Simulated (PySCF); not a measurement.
**Correlation energy of Ru (ruthenium, neutral)**

[Kr] 4d7 5p1, one real determinant (an excited configuration). Computed with PySCF 2.14 in ANO-RCC-VTZP (7s6p4d2f1g, 68 functions), with scalar relativity by spin-free X2C-1e. Frozen: [Ar] 3d10; 16 electrons correlated.

```json
{"level": "CCSD", "correlation energy (mhartree)": "-479.17"}
{"level": "(T)", "correlation energy (mhartree)": "-16.16"}
{"level": "CCSD(T)", "correlation energy (mhartree)": "-495.33"}
```

Diagnostics: T1 = 0.013, D1 = 0.0446, largest double amplitude 0.072.

The real determinant used has ⟨L²⟩ near 14 against 20 for a pure G term, so it mixes terms.

Cost of the coupled-cluster step: of the order of 17 core-seconds, for 16 correlated electrons.

The basis was made for the ground configuration and has no added diffuse functions, which can raise the energy of the promoted electron.

The reference is one real determinant that mixes LS terms of this configuration.
